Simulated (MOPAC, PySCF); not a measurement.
Stepwise substitution at one centre (Al SiH3-I). Gas-phase values, no solvent. Strings in code marks are SMILES.

Quantity: redistribution energy (mixed species minus the weighted end members), in kJ/mol. Semi-empirical values (MOPAC) are differences of heats of formation.

Level 1: B3LYP/LANL2DZ // B3LYP-D3(BJ)/def2-TZVP (PySCF)
Level 2: AM1 // B3LYP-D3(BJ)/def2-TZVP (MOPAC)
Level 3: PM6 // B3LYP-D3(BJ)/def2-TZVP (MOPAC)
Level 4: PM7 // B3LYP-D3(BJ)/def2-TZVP (MOPAC)

```csv
species,level 1,level 2,level 3,level 4
1 of 3 SiH3 replaced by I: `[I][Al]([SiH3])[SiH3]`,-17.32,-6.25,-25.75,282.4
2 of 3 SiH3 replaced by I: `[SiH3][Al]([I])[I]`,-19.34,-7.97,-29.00,215.6
```
